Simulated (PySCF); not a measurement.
**Electron correlation in Rb (rubidium, neutral)**

[Kr] 5p1, 2P determinant (an excited configuration). All numbers are calculated (PySCF 2.14, the spin-free X2C one-electron Hamiltonian (Gaussian nucleus), in x2c-TZVPPall with one added diffuse shell each of s, p, d, f type (9s7p7d3f1g, 95 functions)). Frozen: [Ar] 3d10; 9 electrons correlated.

| level | correlation energy (mhartree) |
| --- | --- |
| CCSD | -181.65 |
| (T) | -4.64 |
| CCSD(T) | -186.29 |

Diagnostics: T1 = 0.014, D1 = 0.0593, largest double amplitude 0.032.

Cost of the coupled-cluster step: roughly 15 core-seconds, for 9 correlated electrons.

This basis was not built for core-valence correlation, so the inner-shell part is incomplete.
